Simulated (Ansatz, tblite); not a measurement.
(BeO)n off: gap (eV) at several levels, gas phase, relaxed structures; Ansatz, xTB through tblite. Clusters are the lowest isomers that short searches found in that spin, judged at the geometry's level. Singlets are spin-restricted. The structures are stationary points that may keep the symmetry of their start. Remarks come from the PBE and PBE0 runs and from stability tests at other levels; not every state was tested.

```
                 species    state          geometry  GFN1-xTB  GFN2-xTB  PBE-D4/def2-SVP  PBE0-D4/def2-SVP  PBE0-D4/def2-TZVP                        remarks
Be2O3 (with an O–O bond)  singlet  PBE-D4/def2-TZVP      3.08      4.13             2.69              5.42               5.42                              –
                   Be4O3  singlet  PBE0-D4/def2-SVP      4.44      4.36             4.28              6.14               6.09                              –
Be7O8 (with an O–O bond)  singlet   PBE-D4/def2-SVP      3.84      3.81             2.95              5.95               5.90  restricted SCF unstable in HF
```

(1) Estimate the column for r2SCAN-D4/def2-TZVP.

(1) Be2O3 (with an O–O bond) 3.44; Be4O3 4.78; Be7O8 (with an O–O bond) 3.54.

Over the 3 species that have every level, the mean is 3.79 at GFN1-xTB, 4.10 at GFN2-xTB, 3.31 at PBE-D4/def2-SVP, 3.92 at r2SCAN-D4/def2-TZVP, 5.84 at PBE0-D4/def2-SVP, 5.80 at PBE0-D4/def2-TZVP. Orbital gaps grow with the share of exact exchange and aren't one observable across functionals.
